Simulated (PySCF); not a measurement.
PySCF 2.14 output of an unrestricted LDA calculation on a single atom or ion in def2-TZVPPD with the def2 core potential (60 electrons) (6s5p3d2f1g, 59 functions), with scalar relativity through the core potential:

```
SCF conv_tol = 1e-09
number electrons alpha = 10  beta = 5
    P. A. M. Dirac.,  Math. Proc. Cambridge Philos. Soc. 26, 376 (1930)
    F. Bloch.,  Z. Phys. 57, 545 (1929)
    S. H. Vosko, L. Wilk, and M. Nusair.,  Can. J. Phys. 58, 1200 (1980)
cycle= 1 E= -77.8063073455736  delta_E= -0.0107  |g|= 0.0149  |ddm|= 0.617
cycle= 2 E= -77.8063680501866  delta_E= -6.07e-05  |g|= 0.00624  |ddm|= 0.0509
cycle= 3 E= -77.8063704758512  delta_E= -2.43e-06  |g|= 0.00189  |ddm|= 0.025
cycle= 4 E= -77.8063700302161  delta_E= 4.46e-07  |g|= 0.000804  |ddm|= 0.00735
cycle= 5 E= -77.8063673477982  delta_E= 2.68e-06  |g|= 0.000465  |ddm|= 0.0121
cycle= 6 E= -77.8063655162953  delta_E= 1.83e-06  |g|= 0.000237  |ddm|= 0.0164
cycle= 7 E= -77.8063653294715  delta_E= 1.87e-07  |g|= 3.32e-05  |ddm|= 0.00685
cycle= 8 E= -77.8063653283089  delta_E= 1.16e-09  |g|= 6.68e-06  |ddm|= 0.000811
cycle= 9 E= -77.8063653291061  delta_E= -7.97e-10  |g|= 0.000175  |ddm|= 0.00207
cycle= 10 E= -77.8063653272702  delta_E= 1.84e-09  |g|= 0.000167  |ddm|= 0.000117
cycle= 11 E= -77.8063653281879  delta_E= -9.18e-10  |g|= 4.3e-07  |ddm|= 0.00198
converged SCF energy = -77.8063653281879  <S^2> = 8.7555545  2S+1 = 6.0018512
```

The run itself started from symmetry-adapted Hartree-Fock orbitals and held the occupation by maximum overlap, on a logarithmic radial grid, so the iterations belong to that start.

**Question.** Which element, charge and spin multiplicity is this?

**Answer.** Re (rhenium, neutral), multiplicity 6; the state was [Xe] 4f14 5d4 6s2 6p1, one real determinant (an excited configuration).

⟨L²⟩ = 8.01 against 12 for a pure F term, so this real determinant mixes terms. Energies and moments cover only the electrons outside the core potential. Spin-orbit coupling, absent here, splits the open shell strongly.
